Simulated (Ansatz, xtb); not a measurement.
**C3H3BF2: 4 structures ranked**

4 gas-phase structures of C3H3BF2, from a drawn sample of its isomers (lower ones may exist). Each was relaxed with GFN2-xTB:

A. `C=C=CB(F)F`, a singlet
B. `FBC1=C(F)C1`, a singlet
C. `FB(F)C1C=C1`, a singlet
D. `CC#CB(F)F`, a singlet

Q: Estimate their order in r2SCAN-D4/def2-SVP energy at these geometries, lowest first.

A: Calculated order at r2SCAN-D4/def2-SVP: D (0.0), A (8.7), C (114.5), B (322.9) kJ/mol.

Energies above the lowest of each column, in kJ/mol; the last columns are at PBE-D3(BJ)/def2-SVP geometries and were run for some of them only (a dash: not run or not comparable):

| structure | GFN2-xTB | HF/STO-3G | r2SCAN-D4/def2-SVP | PBE-D3(BJ)/def2-SVP | CCSD(T)/def2-SVP + ΔMP2/def2-TZVPP |
| --- | --- | --- | --- | --- | --- |
| D | 0.0 | 0.0 | 0.0 | 0.0 | 0.0 |
| A | 34.5 | 84.7 | 8.7 | 6.0 | 17.7 |
| C | 116.7 | 170.9 | 114.5 | 106.8 | 124.5 |
| B | 232.4 | 312.8 | 322.9 | – | – |

Every level run on D puts it lowest or level with the lowest. Flexible structures stand in one conformer each, not always the lowest. Frequencies (PBE-D3(BJ)/def2-SVP) were run for A, C, D alone. ΔMP2 is the change of the MP2 energy from the smaller to the larger basis.

Over these structures GFN2-xTB departs from r2SCAN-D4/def2-SVP by 37.4 kJ/mol on average once a common shift is removed. A GFN2-xTB relaxation took about 0.11 s and the r2SCAN-D4/def2-SVP energy about 1.2 s on a shared host (Ansatz 0.2.0, xtb 6.7.1).
